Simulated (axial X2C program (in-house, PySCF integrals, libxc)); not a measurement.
**Potential curves of ZrF, 2c**

Calculated with an axial X2C code built on PySCF integrals. Two-component (2c) means X2C with spin–orbit coupling and atomic mean-field two-electron Coulomb and Gaunt terms. Basis: Zr dyall-cv3z [11s12p9d6f3g], F dyall-av3z [7s6p3d2f] (cores contracted in-house); Gaussian nuclei, density fitting, unrestricted open shells. Masses: Zr 89.905 u, F 18.998 u.

State: Ω = 3/2 (⟨Sz⟩ = 1.50, ⟨Lz⟩ = 0.00 at HF). Energies in kJ/mol from the lowest point of each curve. Fits are polynomials in 1 − R0/R over 0.85 to 1.23 times the lowest point R0.

```tsv
R (Å)	MP2	PBE0	HF
1.7154	57.87	41.92	59.78
1.7719	26.17	16.10	27.23
1.8284	7.89	3.12	8.31
1.8850	0.00	0.00	0.00
1.9510	0.77	5.68	0.54
2.0170	9.44	18.61	9.21
2.1018	28.54	42.35	28.60
2.2054	59.41	77.74	60.12
```

Correlated methods: 11 electrons correlated (number of frozen shells: Zr 4 s, 3 p, 1 d; F 1 s), 307 virtual spin orbitals or spinors in MP2.

The state is one determinant whose occupation by symmetry is held fixed; it was picked as the lowest of a PBE0 search that is not exhaustive. Density functionals use the spin component along the axis (collinear). PBE0 can misorder states that lie within some tenths of an eV, so this need not be the ground state of the molecule. The nearest other 2c determinant of the search, Ω = 3/2, lies 0.26 eV up at the distance of the search. With several unpaired electrons one determinant need not be a pure state. The outer-core s and p shells of the metal are frozen in the correlated rows, which leaves out core–valence correlation; for alkali and alkaline-earth bonds that tends to lengthen them. This is the top spin component of a Σ state; components of lower Ω are not single determinants and can lie lower. With the outer-core shells frozen, correlated bond lengths of heavy atoms tend to come out a few hundredths of an ångström too long. MP2 and coupled cluster on one determinant become unreliable at the stretched end.

Problem. Fit the MP2 curve near its minimum: give the equilibrium distance and the harmonic wavenumber.

Solution. At MP2, 2c: Re = 1.912 Å, ωe ≈ 627 cm⁻¹; Be follows as 0.294 cm⁻¹.

Problem. Fit the PBE0 curve near its minimum: give the equilibrium distance and the harmonic wavenumber.

Solution. At PBE0, 2c: Re = 1.878 Å, ωe ≈ 658 cm⁻¹; Be follows as 0.305 cm⁻¹.

Problem. Fit the HF curve near its minimum: give the equilibrium distance and the harmonic wavenumber.

Solution. At HF, 2c: Re = 1.913 Å, ωe ≈ 633 cm⁻¹; Be follows as 0.294 cm⁻¹.
